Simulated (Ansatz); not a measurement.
Two structures of SnH$_{6}$S, closed shell, reached by relaxing down either side of one saddle point (PBE0-D4/def2-TZVP). Energies are electronic, without zero-point energy. Program: Ansatz 0.2.0. Basis: def2-TZVPP and def2-QZVPP. Cores are frozen in the correlated methods. Filled d shells of the heavier atoms are correlated. Core potentials replace the inner electrons of the atoms past krypton. The def2 sets are not built for correlating such inner shells, so the correlated values are less sure here. Extrapolation: Hartree–Fock as exp(−7.88 √X), correlation as X^−2.97. First:

```
8
angstrom
Sn -1.0391 -0.6637 0.1040
S 1.0987 -0.6597 1.2099
H -0.9161 -1.8900 -1.0680
H -2.2610 -1.0094 1.2424
H -1.3093 0.8607 -0.6099
H 1.8410 1.2837 -1.1504
H 1.8074 1.7219 -1.7555
H 0.7784 0.3566 2.0276
```

Second:

```xyz
8
angstrom
Sn -1.1857 0.0596 -0.8303
S 1.9167 -0.7219 1.3250
H -0.6372 -1.4820 -1.2962
H -1.6206 0.0646 0.8166
H -2.5608 0.4654 -1.7615
H 2.6004 0.2121 0.6471
H 0.0233 1.2268 -1.1141
H 1.4639 0.1754 2.2136
```

Problem. Which bonds change from the first to the second?

Solution. SnH₄S ([SH][SnH3]) + H₂ → SnH₄ + H₂S; bonds formed: Sn1–H7, S2–H6; bonds broken: Sn1–S2, H6–H7.

Problem. Give the saddle point's structure and its height above each. (Judge from chemistry; the value comes from the calculation.)

Solution. Computed: 2.261 eV above the first and 1.857 eV above the second (CCSD(T) at an estimated basis limit (MP2 extrapolated from triple and quadruple zeta, plus CCSD(T) − MP2 in triple zeta)).
Sn1  (-0.812, -0.215, -0.393)
S2  (1.525, -0.562, 1.105)
H3  (-0.508, -1.609, -1.309)
H4  (-1.673, -0.420, 1.068)
H5  (-1.713, 0.953, -1.286)
H6  (1.259, 0.479, -0.206)
H7  (0.739, 0.937, -0.913)
H8  (1.182, 0.437, 1.936)
(Å)

No T1 diagnostic of these runs exceeds 0.016.

Labels in which every atom is bracketed show which atoms are joined, not bond orders.

For scale, one of the runs: CCSD(T)/def2-TZVPP, 176 basis functions, launched by `ansatz run in.yaml --threads 2 --pin off --events-out ev --progress --plain --max-ram 4352MiB`. The run took 33 s on 2 CPU threads (shared host), with 1.7 GiB of host memory at its peak.
